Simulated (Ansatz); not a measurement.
CH₇InOSSi (`C[Si](O)(S)[InH2]`) from Hartree–Fock to CCSD(T)

```xyz
12

C     0.842    1.505    0.590
Si   -0.246    0.187   -0.166
O    -1.851    0.554    0.006
S     0.349    0.219   -2.243
In    0.033   -2.217    0.701
H     1.897    1.232    0.508
H     0.699    2.468    0.091
H     0.603    1.629    1.649
H    -2.162    1.357   -0.420
H    -0.455   -0.791   -2.614
H    -0.827   -3.498   -0.082
H     1.117   -2.645    1.981
```

The species carries charge 0 and has multiplicity 1. Correlated methods include outer-core shells of In, which these sets cover unevenly. In takes the def2 core potential. The geometry is a stationary point of PBE0-D4/def2-TZVP. It is one conformer, not always the lowest. Frozen core, restricted reference, the Gaussian-basis code of Ansatz.

```
     basis     HF (Eh)  MP2 corr.
  def2-SVP  -992.23326   -0.64763
def2-TZVPP  -992.62992   -1.01098
def2-QZVPP  -992.65706   -1.25586
```

Question: Estimate the CCSD correlation energy and the (T) correction in each basis where they were run (hartree).

Answer: 
```
   basis  CCSD corr.       (T)
def2-SVP    -0.70949  -0.01964
```
